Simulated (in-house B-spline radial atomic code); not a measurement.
Computed with a B-spline radial atomic code. Model: two electrons, singlet ground state, non-relativistic, full CI in B-splines with partial waves to l = 8 (at full coupling up to 3e-4 hartree above the limit, correlation up to 0.6 % small), density held at that of full coupling by Lieb maximisation.

Along the adiabatic connection the electron repulsion is scaled by a coupling λ while a local potential keeps the density fixed. At λ = 0 the system is the Kohn-Sham one and W equals the exchange energy; the exchange-correlation energy is the area under W between 0 and 1. The kinetic energy rises with λ as the electrons avoid each other, with dT/dλ = −λ dW/dλ.

Command:
```bash
python run_ac.py task.json out
```
Settings (lengths in bohr, energies in hartree):
```
potential              dot
strength               0.21
lmax                   8
second                 -1
```

Time taken, with all properties: 30 s on 1 thread of Intel(R) Xeon(R) Processor @ 2.30GHz, with other jobs on the host.

**W = mean repulsion less Hartree energy, and W of three functionals.**

Given: confinement charge in harmonic well; well frequency 0.21 hartree; nuclear charge -1; external potential omega^2 r^2/2 - Z/r.

Computed: PBE exchange minus exact 2.6054 millihartree; SCAN exchange minus exact -6.1031 millihartree.

```
coupling  W xc (hartree)  W xc minus exchange (millihartree)  kinetic minus Kohn-Sham (millihartree)  LDA (PW92) W minus its exchange (millihartree)  PBE W minus its exchange (millihartree)  SCAN W minus its exchange (millihartree)
       0        -0.24951                                   0                                       0                                               0                                        0                                         0
    0.02        -0.25203                              -2.517                                    0.02                                           -8.83                                    -3.71                                     -1.86
    0.05        -0.25561                              -6.101                                    0.15                                          -17.02                                     -8.2                                     -4.48
    0.12        -0.26316                             -13.645                                    0.78                                          -30.27                                    -16.6                                    -10.03
    0.25         -0.2746                             -25.083                                    2.87                                          -46.73                                   -28.35                                    -18.77
     0.4        -0.28463                             -35.114                                    6.09                                          -59.96                                   -38.55                                    -27.01
     0.6        -0.29438                             -44.867                                   10.91                                          -72.77                                   -48.94                                    -35.83
     0.8        -0.30141                             -51.902                                    15.8                                           -82.4                                   -57.01                                    -42.86
       1        -0.30669                             -57.174                                   20.52                                          -90.02                                   -63.53                                     -48.6
     1.4        -0.31404                             -64.525                                   29.23                                         -101.52                                   -73.57                                    -57.39
       2        -0.32083                             -71.316                                    40.6                                         -113.41                                   -84.15                                    -66.33
       3               ?                                   ?                                       ?                                               ?                                        ?                                         ?
     4.5        -0.33259                             -83.074                                   75.91                                         -137.94                                  -106.49                                    -82.58
       7               ?                                   ?                                       ?                                               ?                                        ?                                         ?
      10        -0.34064                             -91.127                                   130.2                                         -157.65                                  -124.79                                    -91.72
```

(1) What belongs in the row 3?

(2) What belongs in the row 7?

(3) What is the LDA exchange minus exact?

**Energy parts, natural occupations and partial-wave weights.**

Computed: exchange energy -0.24951 hartree; kinetic part of the DFT correlation energy 0.020523 hartree; initial slope twice GL2 -0.1284 hartree; kinetic part over minus potential part 0.35895; Hartree energy 0.49903 hartree; Kohn-Sham kinetic 0.19922 hartree; Lieb Oxford ratio E_xc over LDA exchange 1.3033.

```json
{"natural": "s", "occupation of the shell (electrons)": "1.812"}
{"natural": "p", "occupation of the shell (electrons)": "0.18525"}
{"natural": "s", "occupation of the shell (electrons)": "0.0013165"}
{"natural": "d", "occupation of the shell (electrons)": "0.001062"}
{"natural": "f", "occupation of the shell (electrons)": "?"}
{"natural": "p", "occupation of the shell (electrons)": "0.00012539"}
```

(4) What belongs in the row f?

```csv
wave,weight
s,0.90668
p,0.092688
d,0.00054467
f,?
g,1.4752e-05
```

(5) What belongs in the row f?

(6) What is the total energy?

(7) What is the correlation energy?

Answers

(1) W xc (hartree): -0.32728; W xc minus exchange (millihartree): -77.769; kinetic minus Kohn-Sham (millihartree): 56.41; LDA (PW92) W minus its exchange (millihartree): -126.19; PBE W minus its exchange (millihartree): -95.71; SCAN W minus its exchange (millihartree): -75.33.

(2) W xc (hartree): -0.33736; W xc minus exchange (millihartree): -87.851; kinetic minus Kohn-Sham (millihartree): 102.76; LDA (PW92) W minus its exchange (millihartree): -149.43; PBE W minus its exchange (millihartree): -117.12; SCAN W minus its exchange (millihartree): -88.4.

(3) 29.939 millihartree.

(4) occupation of the shell (electrons): 0.00012556.

(5) weight: 6.6963e-05.

(6) 1.6743 hartree.

(7) -0.036651 hartree.

Half-way to full coupling W has made 70 % of its drop, against 50 % for a straight line, and second-order (GL2) theory, half the initial slope, overshoots the correlation energy by about 75 %: correlation is strong. Over couplings 0 to 1 the errors in E_xc come to about +5.2 millihartree for LDA, -1.4 millihartree for PBE, +1.1 millihartree for SCAN. In LDA and PBE and SCAN the errors of exchange and correlation have opposite signs, so the sum is smaller than the larger of the two.
